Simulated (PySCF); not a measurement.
Spin-rotation constants: `C=C([SiH3])/C=N\C`, C₄H₉NSi

Molfile (atoms numbered from 1):
```
C4H9NSi
     RDKit          3D

 15 14  0  0  0  0  0  0  0  0999 V2000
   -1.3808    0.7242    0.5918 C   0  0  0  0  0  0  0  0  0  0  0  0
   -0.6850   -0.3261    0.1284 C   0  0  0  0  0  0  0  0  0  0  0  0
   -1.3341   -1.3418   -1.3207 Si  0  0  0  0  0  4  0  0  0  0  0  0
    0.5941   -0.7621    0.7514 C   0  0  0  0  0  0  0  0  0  0  0  0
    1.6816   -0.1223    0.8889 N   0  0  0  0  0  0  0  0  0  0  0  0
    1.8439    1.2186    0.4010 C   0  0  0  0  0  0  0  0  0  0  0  0
   -2.3356    1.0249    0.1485 H   0  0  0  0  0  0  0  0  0  0  0  0
   -1.0314    1.3126    1.4482 H   0  0  0  0  0  0  0  0  0  0  0  0
   -1.3318   -2.7950   -0.9700 H   0  0  0  0  0  0  0  0  0  0  0  0
   -0.4630   -1.1546   -2.5209 H   0  0  0  0  0  0  0  0  0  0  0  0
   -2.7239   -0.8983   -1.6394 H   0  0  0  0  0  0  0  0  0  0  0  0
    0.5933   -1.8041    1.1199 H   0  0  0  0  0  0  0  0  0  0  0  0
    2.7861    1.2726   -0.1678 H   0  0  0  0  0  0  0  0  0  0  0  0
    1.9714    1.8990    1.2595 H   0  0  0  0  0  0  0  0  0  0  0  0
    1.0214    1.6048   -0.2274 H   0  0  0  0  0  0  0  0  0  0  0  0
  1  2  2  0
  2  3  1  0
  2  4  1  0
  4  5  2  0
  5  6  1  0
  1  7  1  0
  1  8  1  0
  3  9  1  0
  3 10  1  0
  3 11  1  0
  4 12  1  0
  6 13  1  0
  6 14  1  0
  6 15  1  0
M  END
```

Method used: GIAO HF/pcSseg-1 magnetisability, rotational g tensor and spin-rotation constants, non-relativistic, gas phase (PySCF). Geometry: PBE0-D3(BJ)/def2-SVP.

(1) Give the nuclear spin-rotation constants along the inertial axes (H = +C I·J) beside the isotropic shieldings.

(2) How do the rotational constants and the g tensor change when H7, H8, H9, H10, H11, H12, H13, H14, H15 are replaced by deuterium?

Results:

(1) Rotational constants 5.0929, 1.6357, 1.4563 GHz. A star marks the isotopologue with that one atom substituted, in its own axes.
```tsv
atom	isotope	Caa (kHz)	Cbb (kHz)	Ccc (kHz)	mean (kHz)	σ (ppm)
N5	14N	1.294	0.197	0.319	0.603	-124.0
H7	1H	0.025	-0.043	-0.136	-0.052	25.4
H8	1H	0.196	-0.105	-0.141	-0.017	25.8
H9	1H	-0.370	-0.068	-0.041	-0.160	27.6
H10	1H	-0.453	-0.095	0.002	-0.182	27.8
H11	1H	-0.125	-0.046	-0.136	-0.102	27.8
H12	1H	-0.408	-0.049	0.044	-0.137	23.8
H13	1H	-0.329	-0.074	-0.064	-0.156	28.3
H14	1H	-0.084	-0.080	-0.137	-0.100	28.5
H15	1H	-0.181	-0.106	-0.080	-0.122	28.3
C1	13C*	2.325	0.535	0.278	1.046	45.4
C2	13C*	2.481	0.552	0.237	1.090	45.8
Si3	29Si*	-2.417	-0.818	-0.788	-1.341	452.3
C4	13C*	1.633	0.596	0.575	0.935	24.3
C6	13C*	0.959	0.266	0.203	0.476	152.8
```
For the geometry as given, no vibrational averaging.

(2) Constants 3.9916, 1.4005, 1.2468 GHz; g -0.0613, -0.0190, -0.0127, against -0.0779, -0.0221, -0.0149 before.
